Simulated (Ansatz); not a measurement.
Consider the substitution at a C–O bond: `CC(=O)O[SiH2]F` + `OBF` → `CC(=O)OBF` + `O[SiH2]F`.

Calculated with Ansatz (gas phase, PBE0-D4/def2-TZVP geometries, no zero-point term in ΔE). CCSD(T)/CBS adds triple-zeta CCSD(T) − MP2 to the extrapolated MP2 energy (def2 sets, frozen cores). This one scheme is used for every species. Functionals use def2-TZVPP. HSE06 is defined as in plane-wave codes. Each species was taken in one conformer, which may not be the lowest.

```
             level  ΔE (kJ/mol)  difference from CCSD(T)/CBS
         revPBE-D4         26.4                          3.4
          HSE06-D4         25.0                          2.0
      CAM-B3LYP-D4         21.9                         -1.1
           ωB97X-V         23.4                          0.4
               PBE         24.3                          1.3
         CAM-B3LYP         20.2                         -2.8
RPA@PBE/def2-TZVPP         23.9                          0.9
      MP2/def2-SVP         30.8                          7.8
     HF/def2-TZVPP         15.8                         -7.2
   CCSD/def2-TZVPP         21.9                         -1.1
       CCSD(T)/CBS         23.0                            0
```

What do rigid-rotor, harmonic-oscillator terms from PBE0-D4/def2-TZVP frequencies (298.15 K, 1 bar) make of the CCSD(T)/CBS value? (Best estimate.)

The calculation gave: ΔZPE = -2.5 kJ/mol, ΔH = +21.0 kJ/mol, ΔS = 7 J/(mol·K), ΔG = +18.8 kJ/mol.

Largest T1 diagnostic among the species: 0.015.

At CCSD(T), def2-SVP lies +7.8 kJ/mol from the extrapolated value and def2-TZVPP +0.4 kJ/mol. In def2-TZVPP, CCSD(T) changes the Hartree–Fock value by +7.6 kJ/mol (the triples alone add +1.5 kJ/mol) and MP2 by +8.1 kJ/mol.
